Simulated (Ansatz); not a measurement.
```yaml
atoms:
  - { symbol: H, position_ang: [1.3520, 0.0000, 0.0000] }
  - { symbol: H, position_ang: [1.0938, 0.7947, 0.0000] }
  - { symbol: H, position_ang: [0.4178, 1.2858, 0.0000] }
  - { symbol: H, position_ang: [-0.4178, 1.2858, 0.0000] }
  - { symbol: H, position_ang: [-1.0938, 0.7947, 0.0000] }
  - { symbol: H, position_ang: [-1.3520, 0.0000, 0.0000] }
  - { symbol: H, position_ang: [-1.0938, -0.7947, 0.0000] }
  - { symbol: H, position_ang: [-0.4178, -1.2858, 0.0000] }
  - { symbol: H, position_ang: [0.4178, -1.2858, 0.0000] }
  - { symbol: H, position_ang: [1.0938, -0.7947, 0.0000] }
```

Basis set: def2-SVP (spherical functions). All electrons are correlated. Charge 0, multiplicity 1.

Computed with Ansatz (development build ahead of 0.2.0); each method stands on the lowest determinant of its kind that the runs found. Restricted open shells among the atoms or ions are ROHF, correlated in semicanonical orbitals with singles.

(1) Give the atomization energy at this shape (free ground-state atoms in the same class of orbitals less the molecule, no zero-point energy) of singlet H₁₀ by RHF-MP2, RHF.

## Answers

(1)

| method | atomization energy |
| --- | --- |
| RHF-MP2 | 325.99 kcal/mol |
| RHF | 203.09 kcal/mol |

Caution: stretched shape with no unrestricted run beside it, a lower state can exist. Caution for RHF-MP2: bonds are stretched, where a single reference can fail.
